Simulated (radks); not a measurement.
Coherent X-ray form factor from a spherical all-electron density. Method: non-relativistic Kohn-Sham, r2SCAN, spin-unpolarised, spherical densities, point nucleus; meta-GGA in the generalised Kohn-Sham scheme; computed with a radial shooting solver on a logarithmic mesh with Libxc functionals.

sin(theta)/lambda (1/angstrom)  f0 (electrons)
0.05                                     7.869
0.1                                      7.496
0.15                                     6.940
0.2                                      6.274
0.25                                     5.572
0.3                                      4.890
0.4                                      3.722
0.5                                      2.879
0.6                                      2.321
0.8                                      1.739
1                                        1.483
1.25                                     1.289
1.5                                      1.121
2                                        0.811

The species is in the configuration that NIST lists as its ground one. Which atom or ion scatters so?

Answer. The fluorine ion F+, [He] 2s2 2p4. Extrapolating in s^2 from the first two rows gives f0(0) = 8.0, near the electron count 8; among species with that count, the fall with angle is slower the higher Z, and the table is that of Z = 9; from so few rows the species is fixed only to a neighbour or two.
